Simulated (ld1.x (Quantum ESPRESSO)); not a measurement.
**F: excitation energies, all-electron against TM**

| Quantity | Value |
| --- | --- |
| Element | fluorine |
| Generator | ld1.x (Quantum ESPRESSO) 7.5 |
| Type | norm-conserving Troullier–Martins (Kleinman–Bylander form) |
| Functional | Wu–Cohen |
| Relativity | scalar-relativistic |
| Frozen core | [He] |
| Valence charge | 7 |
| Reference configuration | 2s2 2p5 |
| Partial waves | 2s (bound): rc 0.70 bohr; 3d channel at 0.05 Ry: rc 1.45 bohr; 2p (bound): rc 1.60 bohr |
| Local potential | the p channel |
| Core correction | a·sin(br)/r model core, default radius (core density twice the valence density) |

Energies are relative to the spin-unpolarised reference configuration 2s2 2p5; without spin polarisation the order of configurations can differ from experiment.

Give the all-electron excitation energy and the error of the potential for: 2s2 2p4; 2s2 2p3; 2s2 2p2; 2s1 2p5; 2s2 2p5.3; 2s2 2p4.5; 2s1 2p6.

```tsv
valence configuration	charge	ΔE all-electron (eV)	error AE − PS (meV)
2s2 2p4	+1	19.374	-9.8
2s2 2p3	+2	57.752	+154
2s2 2p2	+3	118.387	+1032
2s1 2p5	+1	38.341	-161
2s2 2p5.3	-0.3	-2.662	-2.4
2s2 2p4.5	+0.5	7.533	-6.0
2s1 2p6	0	18.682	+7.6
```

Levels in the configuration 2s2 2p3:

```json
{"level": "2s", "all-electron (eV)": "-67.842", "pseudo (eV)": "-67.987"}
{"level": "2p", "all-electron (eV)": "-48.999", "pseudo (eV)": "-48.593"}
```
